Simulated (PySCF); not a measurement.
A calculated (M06-L, PySCF 2.14, def2-TZVP, no relativity, point nucleus) atom or ion has these occupied shells.

| shell | electrons | orbital energy (eV) | rms radius, mean of both spins (bohr) |
| --- | --- | --- | --- |
| 1s α | 1 | -2767.6 | 0.106 |
| 1s β | 1 | -2767.1 | 0.106 |
| 2s α | 1 | -269.98 | 0.483 |
| 2s β | 1 | -269.74 | 0.483 |
| 2p α | 3 | -207.64 | 0.453 |
| 2p β | 3 | -207.11 | 0.453 |
| 3s α | 1 | -34.047 | 1.62 |
| 3s β | 1 | -30.642 | 1.62 |
| 3p α | 3 | -20.693 | 1.83 |
| 3p β | 1 | -18.445 | 1.83 |

(1) Name the element and its charge.

Results:

(1) Cl⁺ (chlorine, charge +1), in [Ne] 3s2 3p4, high-spin 3P determinant.
